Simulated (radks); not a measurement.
The numbers below are computed, except where a source is named.
Fractional charge and spin in the 4p shell of strontium: the spin-up occupation runs from 2 to 3 and the spin-down occupation from 2 to 3; the fullest corner is Sr, [Ar] 3d10 4s2 5s2 4p(up 3, down 3). Level of theory: scalar-relativistic Kohn-Sham, LDA (Slater exchange, Perdew-Wang correlation), spin-polarised, spherical densities, finite nucleus; Fermi nuclear charge, rms radius of each element as measured or else 0.836 A^(1/3) + 0.57 fm (a radial shooting solver on a logarithmic mesh with Libxc functionals). Energy (eV) above the fullest corner. The planes named below are the two flat planes that join the four corners, with an edge along up + down = one added electron.

| down \ up | 2 | 2.25 | 2.5 | 2.75 | 3 |
|---|---|---|---|---|---|
| 2 | 68.810 | 57.492 | 46.955 | 37.183 | 28.160 |
| 2.25 | 57.492 | 47.014 | 37.298 | 28.329 | 20.089 |
| 2.5 | 46.955 | 37.298 | 28.385 | 20.199 | 12.720 |
| 2.75 | 37.183 | 28.329 | 20.199 | 12.774 | 6.032 |
| 3 | 28.160 | 20.089 | 12.720 | 6.032 | 0.000 |

Corners above the fullest one (they belong to Sr+ and the next ion): (up 3, down 2) 28.160 eV, (up 2, down 3) 28.160 eV, (up 2, down 2) 68.810 eV. With half an added electron in each spin the energy lies 0.225 eV from the planes, and with half an added electron in spin up alone -1.530 eV. The planes are only a guide here: the flat-plane condition holds for ground states with one frontier orbital, while this shell lies below other occupied shells, so the corners above the fullest one are inner-hole states and not the ground states of those ions.
